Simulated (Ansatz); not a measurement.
Ansatz (an electronic-structure program) input (RI-MP2/aug-cc-pV(Q+d)Z):
A basis named .json is the Basis Set Exchange file of that set.

Ansatz 0.2 input:
```yaml
crystal:
  periodic: [false, false, false]
  atoms:
    - {symbol: Si, position_ang: [0.94951313, -0.77843194, -0.19166381]}
    - {symbol: F, position_ang: [2.08508578, 0.03224670, 0.60805698]}
    - {symbol: N, position_ang: [-0.34664848, 0.22209456, -0.68307765]}
    - {symbol: Si, position_ang: [-1.77847588, 0.65594424, 0.20082273]}
    - {symbol: H, position_ang: [0.43879553, -1.80149154, 0.73649390]}
    - {symbol: H, position_ang: [1.61362142, -1.33777200, -1.38419790]}
    - {symbol: H, position_ang: [-0.21487297, 0.69926603, -1.56568574]}
    - {symbol: H, position_ang: [-2.99651456, 0.36125589, -0.59058364]}
    - {symbol: H, position_ang: [-1.80042243, 2.09779915, 0.54418777]}
    - {symbol: H, position_ang: [-1.77436139, -0.14911182, 1.44059154]}
basis:
  gaussian:
    orbitals: aug-cc-pV_Q+d_Z.json
    fitting: {mean_field: def2-universal-jkfit, correlation: aug-cc-pVQZ-RIFIT.json}
total_charge: 1
magnetization: {spin_polarized: true, initial_magnetization: 1}
correlation: {method: mp2, electrons: outside_noble_gas}
```

Output:

```
Functional definition: HF
integrals: 1.68 GiB planned
518 factors; integrals over basis functions are off by at most 6.0e0 eV
mean field: 3.51 GiB planned
mean field evaluation 1: about -19994.0639 eV, gradient 4.7e1 eV
mean field evaluation 2: about -19998.7737 eV, gradient 3.7e1 eV
mean field evaluation 4: about -20003.8469 eV, gradient 3.6e0 eV
mean field evaluation 8: about -20004.5114 eV, gradient 9.2e-1 eV
mean field evaluation 16: about -20004.4505 eV, gradient 3.1e0 eV
mean field -20004.52072354 eV, -735.1525770391 hartree, gradient 1.6e-6 eV, S^2 0.761861; 2 other end points of the search recorded, 0 dependent functions left out
12 core orbitals not correlated
1204 factors; their error is unknown
reference -20004.52072354 eV, -735.1525770391 hartree; 13, 12 occupied and 589, 590 virtual orbitals, 1204 factors
second order -19.59313651 eV of doubles, -0.00000000 eV of singles
Total energy: -20024.11386005 eV, -735.8726115250 hartree
```

This state (charge 1, doublet) is run at the relaxed geometry of the species with charge 0 and multiplicity 1.
